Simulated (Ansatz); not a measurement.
Consider the redistribution: `S[SiH2][SeH]` + `C=C[SiH2]N[SiH3]` → `[SiH3]N[SiH2][SeH]` + `C=C[SiH2]S`.

Calculated with Ansatz (gas phase, PBE0-D4/def2-TZVP geometries, no zero-point term in ΔE). CBS: MP2 limit from def2 TZ/QZ plus the TZ coupled-cluster correction, frozen cores. Functionals use def2-TZVPP. B3LYP here is the variant with VWN-RPA as its local correlation; programs differ in this. For Se outer-core shells are correlated without core-valence functions, which leaves a few kJ/mol of doubt a bond. Scalar relativity is left out up to krypton. One conformer a species, not always the lowest.

Question: Is it downhill or uphill in electronic energy at CCSD(T)/CBS, and by how much? (An estimate is asked.)

Answer: The calculation gave: Downhill: ΔE = -7.3 kJ/mol.

Question: What do these levels give: B3LYP-D4, ωB97M-V, B2PLYP, PBE, r2SCAN, HF/def2-TZVPP, MP2/def2-TZVPP, SCS-MP2/def2-TZVPP, CCSD/def2-TZVPP, HF/CBS(def2), MP2/CBS(def2), CCSD/CBS(def2)? (Estimate.)

Answer: The calculation gave: B3LYP-D4 -8.0, ωB97M-V -7.3, B2PLYP -6.7, PBE -6.7, r2SCAN -7.9, HF/def2-TZVPP -5.9, MP2/def2-TZVPP -8.1, SCS-MP2/def2-TZVPP -7.4, CCSD/def2-TZVPP -7.2, HF/CBS(def2) -6.0, MP2/CBS(def2) -7.9, CCSD/CBS(def2) -6.9 kJ/mol.

Largest T1 diagnostic among the species: 0.011.
